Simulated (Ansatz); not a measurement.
Basis-set extrapolation for C2H6BFSSi (`C=CB(S)[SiH2]F`) (PBE0-D4/def2-TZVP geometry, frozen core, Ansatz 0.2.0). Multiplicity 1, RHF reference.

```tsv
	def2-TZVPP	def2-QZVPP
HF	-889.989794	-890.019204
MP2 correlation	-0.964784	-1.040909
CCSD(T) correlation	-1.064499	not run
```

Energies in hartree. Use E(X) = E(∞) + A·exp(−7.88·√X) for Hartree–Fock and E(X) = E(∞) + B·X^(−2.97) for correlation, with X = 3 and 4, and add CCSD(T) minus MP2 of the smaller set to the MP2 limit.

What is the CCSD(T) energy at the basis-set limit?

HF limit: -890.019204 + (-0.029410) × 0.13774 = -890.02325. MP2 limit: -1.040909 + (-0.076125) × 0.74074 = -1.09730. Higher-order term: -1.064499 − (-0.964784) = -0.09972. Total: -891.22027 hartree, 435.8 kJ/mol below CCSD(T)/def2-TZVPP.
